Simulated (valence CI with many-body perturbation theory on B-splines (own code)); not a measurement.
**Hg LVIII: what the settings do**

Calculated by relativistic CI+MBPT: five valence electrons over a frozen Dirac-Fock core [Ar], radial functions for each j: 6 s, 6 p, 5 d, 5 f, 1 g, with the one-electron correlation potential Σ1, the two-electron term Σ2, the three-electron term Σ3, Breit, model QED; selected CI, second order for the rest, scaled by the run's own slope (own B-spline code, finite nucleus).

The last digits are not significant, and no measured levels were compared; by estimate large intervals hold to a few tenths of a per cent, small ones and those within an open d or f shell to about a per cent. Among the levels kept, up to 430 cm⁻¹ of a level comes from second order outside the variational space, and about a tenth of that is noise between levels of different J, which matters for small intervals. Only levels of the ground parity were solved; by the run's estimate the other parity begins above the list, which can be wrong where configurations are misplaced.

The reference run has the lowest level (3d3/2^4 3d5/2) J=5/2 and an ionisation energy of 5780.16 eV. Its largest variational space holds 10000 state functions.

Levels are named by their leading jj configuration (3d3/2^4 stands for four electrons in 3d with j = 3/2), which in mixed levels can hold well under half, so a name can repeat and another be missing. Letters in brackets count levels of one name in rising energy.

Changed runs:
A. Breit term on → off; QED terms on → off; lowest core n in screening and Σ2 1 → 3
B. cutoff of virtual states (hartree) 12800 → 214000
C. Breit term on → off; lowest core n in screening and Σ2 1 → 3
D. scale of Σ1 1 → 2 (bad on purpose)

Excitation energies of the reference run in cm⁻¹, and shifts in cm⁻¹:

```csv
Level,Reference,A,B,C,D
(3d3/2^3 3d5/2^2) J=5/2 [a],718425,+14931,+1.7,+17134,+2591
(3d3/2^3 3d5/2^2) J=7/2 [a],818899,+22638,+1.7,+24823,+2601
(3d3/2^3 3d5/2^2) J=11/2,827548,+38797,+1.7,+40985,+2592
(3d3/2^3 3d5/2^2) J=3/2 [a],838156,+12595,+1.7,+14784,+2627
(3d3/2^3 3d5/2^2) J=9/2,880970,+29503,+1.7,+31706,+2638
(3d3/2^3 3d5/2^2) J=5/2 [b],917624,+22143,+1.8,+24360,+2678
(3d3/2^3 3d5/2^2) J=7/2 [b],955432,+23048,+1.7,+25247,+2672
(3d3/2^3 3d5/2^2) J=1/2,957567,+15267,+1.8,+17538,+2758
(3d3/2^3 3d5/2^2) J=3/2 [b],1119500,+10761,+1.8,+13040,+2843
(3d3/2^2 3d5/2^3) J=5/2 [a],1526790,+29181,+3.5,+33548,+5170
(3d3/2^2 3d5/2^3) J=7/2 [a],1605930,+38059,+3.5,+42450,+5218
(3d3/2^2 3d5/2^3) J=11/2,1606390,+53338,+3.5,+57730,+5203
Ionisation energy (eV),5780.16,+2.83,+0.00024,+2.88,+2.27
```
